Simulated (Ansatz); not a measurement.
The pair A = HF (SMILES F) (first 2 atoms), B = HI (SMILES I); geometry from B3LYP-D3(BJ)/def2-TZVP.
(charge 0, multiplicity 1):
| atom | x (Å) | y (Å) | z (Å) |
|---|---|---|---|
| F | 0.5518 | 0.6191 | -0.2611 |
| H | 0.2829 | -0.2134 | -0.5646 |
| I | -0.1377 | 0.2099 | 3.4196 |
| H | 0.2730 | 0.7310 | 1.9436 |

Frozen-core correlation. Filled d and f shells under p-block atoms count as core.

Run with Ansatz (Gaussian orbitals). Values without a source in brackets are computed. In def2 rows elements past Kr take small-core potentials, without spin–orbit coupling.

The counterpoise-corrected interaction energy is E(AB) − E(A in the pair's basis) − E(B in the pair's basis). Total energies (hartree):

| level | AB | A in the pair's basis | B in the pair's basis |
|---|---|---|---|
| HF/def2-TZVPPD | -397.3092796 | -100.0658613 | -297.2427620 |
| CCSD(T)/def2-TZVPPD | -397.7693351 | -100.3484074 | -297.4190040 |
| HF/def2-QZVPPD | -397.3144736 | -100.0698796 | -297.2439492 |
| CCSD(T)/def2-QZVPPD | -397.8175417 | -100.3756858 | -297.4396182 |

Task: Work out the counterpoise-corrected interaction energy at the basis-set limit: extrapolate the CCSD(T) correlation part as X⁻³, take Hartree–Fock from the larger set.

Result: 
1. Differences (1 hartree = 627.509 kcal/mol): HF/def2-TZVPPD -0.412; CCSD(T)/def2-TZVPPD -1.207; HF/def2-QZVPPD -0.405; CCSD(T)/def2-QZVPPD -1.404.
2. Correlation parts, CCSD(T) less HF: -0.795 in def2-TZVPPD (X = 3), -1.000 in def2-QZVPPD (X = 4).
3. Limit (4³·(-1.000) − 3³·(-0.795))/(4³ − 3³) = -1.149; with HF/def2-QZVPPD it gives -1.553.
Result: -1.55 kcal/mol, against -1.21 at CCSD(T)/def2-TZVPPD. It is an estimate of this method's limit, not of the exact value.

Ansatz is a program for electronic structure.
